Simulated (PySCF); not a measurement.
SCF from a fresh guess for quartet RuO₂⁺, at the PBE0 minimum. PySCF input:

```python
from pyscf import gto, scf, dft
mol = gto.M(atom='''
Ru    -0.200960    -0.000000     0.000000
O      0.640170     1.414370     0.000000
O      0.640170    -1.414370    -0.000000''',
    basis={'Ru': 'def2-TZVP', 'O': 'def2-TZVP'},
    ecp={'Ru': 'def2-TZVP'},
    charge=1, spin=3)
mf = dft.UKS(mol, xc='PBE0')
mf.grids.atom_grid = (50, 194)
aux = {'Ru': 'def2-universal-JKFIT', 'O': 'def2-universal-JKFIT'}
mf = mf.density_fit(auxbasis=aux)
mf.conv_tol = 1e-08
mf.diis_space = 10
mf.max_cycle = 60
mf.init_guess = 'minao'
mf.verbose = 4
mf.kernel()
```

Excerpt of the output (cycles alone):

```
init E= -237.447906358029
cycle= 1 E= -244.720789575792  delta_E= -7.27  |g|= 0.479  |ddm|= 3.05
cycle= 2 E= -244.167869785257  delta_E= 0.553  |g|= 1.33  |ddm|= 0.817
cycle= 3 E= -244.764034467524  delta_E= -0.596  |g|= 0.344  |ddm|= 0.661
cycle= 4 E= -244.804549993006  delta_E= -0.0405  |g|= 0.0489  |ddm|= 0.194
cycle= 5 E= -244.805681863948  delta_E= -0.00113  |g|= 0.0113  |ddm|= 0.035
cycle= 6 E= -244.805822782801  delta_E= -0.000141  |g|= 0.0066  |ddm|= 0.0149
cycle= 7 E= -244.805907286147  delta_E= -8.45e-05  |g|= 0.00387  |ddm|= 0.0159
cycle= 8 E= -244.805927252171  delta_E= -2e-05  |g|= 0.000909  |ddm|= 0.00792
cycle= 9 E= -244.805929501311  delta_E= -2.25e-06  |g|= 0.000265  |ddm|= 0.00296
cycle= 10 E= -244.805929822636  delta_E= -3.21e-07  |g|= 9.94e-05  |ddm|= 0.00116
cycle= 11 E= -244.805929865237  delta_E= -4.26e-08  |g|= 2.93e-05  |ddm|= 0.000463
cycle= 12 E= -244.805929868557  delta_E= -3.32e-09  |g|= 1.14e-05  |ddm|= 0.000115
Extra cycle  E= -244.805929868876  delta_E= -3.19e-10  |g|= 8.63e-06  |ddm|= 2.36e-05
converged SCF energy = -244.805929868876  <S^2> = 3.7648855  2S+1 = 4.0074358
```

No lower solution of this spin was found from smeared starts or by a stability analysis within the unrestricted form.

Open d and f shells are described by one determinant, and the ground state may have another occupation or spin.

The search for the lowest solution, 3 starts and the stability check together, took 12 s on 4 threads of a shared Arm Neoverse N1 host, with 102 basis functions; the process peaked at 0.4 GiB.
